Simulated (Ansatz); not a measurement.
Conformers of C$_{3}$H$_{5}$I, SMILES `C=CCI`, each relaxed with PBE0-D4/def2-TZVP in Ansatz. CBS adds the triple-zeta coupled-cluster correction to the MP2 limit.

Elements past krypton have def2 core potentials. Outer-core shells of I are correlated without core-valence functions. Spin–orbit coupling is left out.

Not all of them had a frequency check.

Conformer A:

Z-matrix (Å, degrees):
```
C
C 1 1.487
I 1 2.139 2 116.1
H 1 1.090 2 111.2 3 -119.8
H 1 1.090 2 111.2 3 119.8
C 2 1.322 1 128.6 3 -0.1
H 2 1.090 1 112.5 3 179.9
H 6 1.083 2 120.7 1 -180.0
H 6 1.084 2 121.7 1 0.0
```

Conformer B:

```xyz
9

C     1.051   -0.033   -0.990
C     0.285   -0.499   -0.012
C    -0.630    0.344    0.780
I    -2.695   -0.188    0.404
H     1.029    1.014   -1.275
H     1.723   -0.681   -1.539
H     0.315   -1.554    0.246
H    -0.554    1.400    0.534
H    -0.523    0.198    1.853
```

Which is lowest in electronic energy at CCSD(T)/CBS (frozen core, def2 sets), and by how much? (Best estimate.)

Computed: B; A lies 5.7 kJ/mol higher.

Give the energies relative to B (kJ/mol) with PBE-D4/def2-TZVPP, ωB97X-V/def2-TZVPP, ωB97M-V/def2-TZVPP, B2PLYP/def2-TZVPP, PBE0/def2-TZVPP, MP2/CBS(def2), CCSD/CBS(def2). (An estimate is asked.)

Computed: 
```
             level    A
 PBE-D4/def2-TZVPP  7.8
ωB97X-V/def2-TZVPP  5.4
ωB97M-V/def2-TZVPP  5.4
 B2PLYP/def2-TZVPP  8.8
   PBE0/def2-TZVPP  7.7
     MP2/CBS(def2)  5.3
    CCSD/CBS(def2)  5.7
```
